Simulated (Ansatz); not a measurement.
NbS₄, 5 atoms. Hardware: 4 threads of Arm Neoverse V2 on a shared host.

In the def2 sets Nb takes a core potential; there is no spin–orbit coupling. Correlated methods freeze 20 core orbitals; core or outer-core shells of Nb are correlated, in sets that lack core-valence functions.

How many basis functions does each of these Ansatz runs have, and roughly what does it cost? PBE0-D4/def2-TZVP, charge 0 doublet, energy, from earlier orbitals; r2SCANh-D4/def2-TZVP, charge 0 doublet, energy and forces, from earlier orbitals; PBE-D4/def2-TZVP, charge 1 singlet at the geometry of the charge 0 doublet, energy, from earlier orbitals; PBE0-D4/def2-TZVPD, charge 0 doublet, energy, from earlier orbitals; r2SCAN-D4/def2-TZVP, charge 1 triplet at the geometry of the charge 0 doublet, energy, from earlier orbitals; HSE06-D4/def2-TZVP, charge 0 doublet, energy, from earlier orbitals; MP2/def2-TZVP, charge 0 doublet, energy, from earlier orbitals; PBE0-D4/def2-SVP, charge 0 doublet, relaxation, 7 steps; PBE0-D4/def2-SVP, charge 0 quartet, energy with a search over starts; RPA@PBE/def2-TZVP, charge 0 doublet, energy, from earlier orbitals; r2SCAN-D4/def2-TZVPD, charge -1 triplet at the geometry of the charge 0 doublet, energy, from earlier orbitals; PBE0-D4/def2-TZVP, charge 0 quartet, energy, from earlier orbitals.

Other jobs shared the machine, so times can vary by a factor of up to 3. A dash marks memory too small to be measured apart from the calling script's.

```csv
run,functions,fitting or Cholesky vectors,wall time,peak host memory (GiB)
"PBE-D4/def2-TZVP, charge 1 singlet at the geometry of the charge 0 doublet, energy, from earlier orbitals",188,1362,2.1 s,–
"MP2/def2-TZVP, charge 0 doublet, energy, from earlier orbitals",188,1233,5.5 s,–
"PBE0-D4/def2-SVP, charge 0 quartet, energy with a search over starts",103,965,6 s,–
"RPA@PBE/def2-TZVP, charge 0 doublet, energy, from earlier orbitals",188,1233,7.5 s,–
"PBE0-D4/def2-TZVP, charge 0 doublet, energy, from earlier orbitals",188,1455,8 s,0.82
"PBE0-D4/def2-TZVP, charge 0 quartet, energy, from earlier orbitals",188,1455,8 s,0.82
"HSE06-D4/def2-TZVP, charge 0 doublet, energy, from earlier orbitals",188,1455,8 s,0.86
"r2SCAN-D4/def2-TZVP, charge 1 triplet at the geometry of the charge 0 doublet, energy, from earlier orbitals",188,1362,12 s,–
"PBE0-D4/def2-TZVPD, charge 0 doublet, energy, from earlier orbitals",224,1631,13 s,1.1
"r2SCANh-D4/def2-TZVP, charge 0 doublet, energy and forces, from earlier orbitals",188,1362,17 s,0.89
"r2SCAN-D4/def2-TZVPD, charge -1 triplet at the geometry of the charge 0 doublet, energy, from earlier orbitals",224,1490,18 s,0.55
"PBE0-D4/def2-SVP, charge 0 doublet, relaxation, 7 steps",103,1035,18 s,–
```
